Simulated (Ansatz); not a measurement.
`CCCBO` and `CCC[S][AlH2]` differ in one atom or group.

Ansatz, PBE0-D4/def2-TZVP geometries, multiplicity 1. Each molecule was computed in one conformer, which needn't be the lowest.

```
                             property  `CCCBO`
  HOMO–LUMO gap (PBE/def2-TZVPP) / eV     6.12
   HOMO energy (PBE0/def2-TZVPP) / eV    -8.28
   LUMO energy (PBE0/def2-TZVPP) / eV     0.28
  LUMO energy (B3LYP/def2-TZVPP) / eV     0.03
HOMO energy (ωB97M-V/def2-TZVPP) / eV   -10.60
LUMO energy (ωB97M-V/def2-TZVPP) / eV     2.14
```

Problem. What does the change do to each property? (Best estimate.)

Solution. The calculation gave: 
| property | `CCC[S][AlH2]` | shift |
| --- | --- | --- |
| HOMO–LUMO gap (PBE/def2-TZVPP) / eV | 4.04 | -2.08 |
| HOMO energy (PBE0/def2-TZVPP) / eV | -7.17 | 1.11 |
| LUMO energy (PBE0/def2-TZVPP) / eV | -1.27 | -1.55 |
| LUMO energy (B3LYP/def2-TZVPP) / eV | -1.45 | -1.48 |
| HOMO energy (ωB97M-V/def2-TZVPP) / eV | -9.34 | 1.26 |
| LUMO energy (ωB97M-V/def2-TZVPP) / eV | 0.34 | -1.80 |

With PBE0 the HOMO rises by 1.11 eV and the LUMO falls by 1.55 eV, so the gap narrows by about 2.66 eV. PBE moves the HOMO by 0.81 eV and ωB97M-V by 1.26 eV.

B3LYP here is the variant with VWN-RPA as its local correlation; programs differ in this.
